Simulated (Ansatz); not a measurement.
One change: `F[CH]([AlH2])[SiH3]` becomes `CC(F)[SiH3]`.

Ansatz, PBE0-D4/def2-TZVP geometries, multiplicity 1. 

```json
{"property": "size of the dipole moment (PBE/def2-TZVPP) / D", "`F[CH]([AlH2])[SiH3]`": "1.20"}
{"property": "LUMO energy (PBE/def2-TZVPP) / eV", "`F[CH]([AlH2])[SiH3]`": "-2.48"}
{"property": "HOMO energy (B3LYP/def2-TZVPP) / eV", "`F[CH]([AlH2])[SiH3]`": "-7.50"}
{"property": "HOMO–LUMO gap (ωB97M-V/def2-TZVPP) / eV", "`F[CH]([AlH2])[SiH3]`": "9.81"}
{"property": "zero-point energy (PBE0-D4/def2-TZVP) / kJ/mol", "`F[CH]([AlH2])[SiH3]`": "148.3"}
{"property": "HOMO energy (PBE/def2-TZVPP) / eV", "`F[CH]([AlH2])[SiH3]`": "-6.36"}
```

Problem. What does the change do to each property? (Best estimate.)

Solution. The calculation gave: 
```
                                      property  `CC(F)[SiH3]`  shift
size of the dipole moment (PBE/def2-TZVPP) / D           1.58   0.38
             LUMO energy (PBE/def2-TZVPP) / eV          -0.27   2.21
           HOMO energy (B3LYP/def2-TZVPP) / eV          -8.15  -0.65
       HOMO–LUMO gap (ωB97M-V/def2-TZVPP) / eV          12.73   2.92
zero-point energy (PBE0-D4/def2-TZVP) / kJ/mol          216.0   67.7
             HOMO energy (PBE/def2-TZVPP) / eV          -6.90  -0.54
```

With PBE0 the HOMO falls by 0.63 eV and the LUMO rises by 2.26 eV, so the gap widens by about 2.89 eV. PBE moves the HOMO by -0.54 eV and ωB97M-V by -0.70 eV. The zero-point energy changes by 67.7 kJ/mol with +3 modes. Dipoles are sizes alone; their direction can turn.

B3LYP here is the variant with VWN-RPA as its local correlation; programs differ in this.
